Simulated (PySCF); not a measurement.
B3LYP has the VWN-RPA correlation part, as in Gaussian. Delta-SCF ions had no search for a lower state. Excitations are Tamm–Dancoff values on a coarser integration grid. The basis has no diffuse functions, so Rydberg states are missing or too high.

# CH3BSi, SMILES `B=C=[SiH2]` (charge 0, multiplicity 1)

The numbers are results of B3LYP-D3(BJ)/def2-TZVP (PySCF 2.14.0), not measurements.

- HOMO: -6.40 eV
- dipole moment: 1.56 D
- HOMO–LUMO gap: 3.61 eV
- LUMO: -2.79 eV
- S1 excitation (TDA): 2.30 eV
- S1 oscillator strength: 0.000
- brightest of the four lowest singlets (TDA): 4.22 eV
- T1 excitation (TDA): 2.07 eV
- S1–T1 gap (TDA): 0.23 eV
- vertical ionisation energy (Delta-SCF): 8.64 eV
- total energy: -354.2085 Ha
- cost: roughly 50 core-seconds

```xyz
6

B      1.8203    -0.0051     0.0275
C      0.4724    -0.0057     0.0053
Si    -1.2031     0.0011    -0.0184
H      2.9891    -0.0046     0.0473
H     -2.0351     1.2219    -0.0359
H     -2.0456    -1.2127    -0.0250
```
